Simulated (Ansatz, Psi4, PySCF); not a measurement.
System: Si2N2H7, net charge 0, doublet state. SMILES: N[SiH]N[SiH3]
Geometry: optimised at B3LYP-D3(BJ)/def2-TZVP (Ansatz, a program for electronic structure).

Quantity: size of the dipole moment, in D. Terms: LANL2DZ with its own core potentials from Na on; no dispersion term unless named; UHF or UKS for open shells; non-relativistic; spin-orbit terms left out; six Cartesian d functions in 6-31G* and its kin unless marked 5d. Ab initio and DFT rows: single points at B3LYP-D3(BJ) geometries (Ansatz).

```
level               program  size of the dipole moment (D)
------------------  -------  -----------------------------
SVWN5/6-31G*         Ansatz                           1.98
PBE/STO-3G           Ansatz                           0.93
PBE/3-21G            Ansatz                           1.99
PBE/LANL2DZ          Ansatz                           1.44
PBE/def2-SVP         Ansatz                           1.96
BP86/6-31G* (5d)      PySCF                           1.94
B3LYP/LANL2DZ        Ansatz                           1.30
B3LYP/6-31G          Ansatz                           1.47
B3LYP/6-31G*         Ansatz                           1.82
B3LYP/6-31G**        Ansatz                           1.79
B3LYP/cc-pVDZ        Ansatz                           1.86
wB97X-D/6-31G*         Psi4                           1.87
B3PW91/6-31G* (5d)    PySCF                           1.86
```

No value to compare with is used here. The 13 habitual levels span 0.93 (PBE/STO-3G) to 1.99 D (PBE/3-21G).

The levels are drawn from those run, B3LYP/6-31G* more often than the rest, none by its result; left out are runs that failed, that the program found above a lower state of the same kind, or whose <S^2> lies over 0.5 above the pure value.
